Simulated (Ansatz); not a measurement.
Consider the cleavage of the B–Si bond: `CB(N)[SiH2]Cl` + CH₃NH₂ → `CNB(C)N` + `[SiH3]Cl`.

Gas-phase electronic energies from Ansatz, PBE0-D4/def2-TZVP geometries. CBS: MP2 limit from def2 TZ/QZ plus the TZ coupled-cluster correction, frozen cores. This one scheme is used for every species. Functionals use def2-TZVPP. B3LYP here is the variant with VWN-RPA as its local correlation; programs differ in this. Each species was taken in one conformer, which may not be the lowest.

CCSD(T)/CBS gives -101.8 kJ/mol.

**Question.** Another level gave -89.5 kJ/mol. Which?
A. PBE-D4/def2-TZVPP
B. MP2/def2-TZVPP
C. PBE0-D4/def2-TZVPP
D. B3LYP/def2-TZVPP

**Answer.** A. PBE-D4 -89.5, B3LYP -103.0, MP2/def2-TZVPP -107.9, PBE0-D4 -95.2 kJ/mol.

Largest T1 diagnostic among the species: 0.011.

In def2-TZVPP, CCSD(T) changes the Hartree–Fock value by +12.7 kJ/mol (the triples alone add +2.1 kJ/mol) and MP2 by +7.3 kJ/mol. From PBE to PBE0 (25 % exact exchange), in def2-TZVPP and without D4, ΔE moves by −5.9 kJ/mol.
